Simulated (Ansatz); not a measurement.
System (SMILES): [BH]N (BH-NH2), doublet.
Atoms: B1, N2, H3, H4, H5. Bonds: B1-N2, B1-H3, N2-H4, N2-H5.

Basis-set convergence of the lowest harmonic wavenumber at PBE0 with Ansatz (a quantum-chemistry and plane-wave program). Each level at its own minimum, finite differences of forces, unscaled; the reference is a large set that could be run, not a limit. Cartesian d functions, on some or all atoms, in 6-31+G*; all else is spherical. The program fits the integrals of some runs and decomposes those of others, by size. Core-valence sets carry the plain set on hydrogen. Open shells are unrestricted. No added dispersion term, no relativity. Reference: the value in aug-pcseg-2, 613 cm⁻¹, itself unsure by roughly 5 cm⁻¹ (its mean distance from aug-cc-pVTZ, def2-TZVPPD).

| basis | functions | lowest harmonic wavenumber (cm⁻¹) |
|---|---|---|
| 3-21G | 24 | [?] |
| def2-SV(P) | 34 | 610 |
| cc-pVDZ | 43 | 573 |
| def2-SVP | 43 | 607 |
| pcseg-1 | 43 | [?] |
| 6-31+G* | 44 | 610 |
| 6-311G** | 54 | 601 |
| 6-311+G** | 62 | 605 |
| aug-cc-pVDZ | 73 | [?] |
| def2-TZVP | 80 | 613 |
| 6-311++G(2d,2p) | 84 | [?] |
| def2-TZVPD | 101 | 608 |
| cc-pVTZ | 102 | 607 |
| pcseg-2 | 102 | 617 |
| def2-TZVPP | 104 | 608 |
| def2-TZVPPD | 125 | 609 |
| cc-pCVTZ | 128 | 605 |
| aug-cc-pVTZ | 161 | 606 |

What belongs in the gaps?


- 3-21G, lowest harmonic wavenumber (cm⁻¹): 756
- pcseg-1, lowest harmonic wavenumber (cm⁻¹): 596
- aug-cc-pVDZ, lowest harmonic wavenumber (cm⁻¹): 589
- 6-311++G(2d,2p), lowest harmonic wavenumber (cm⁻¹): 592
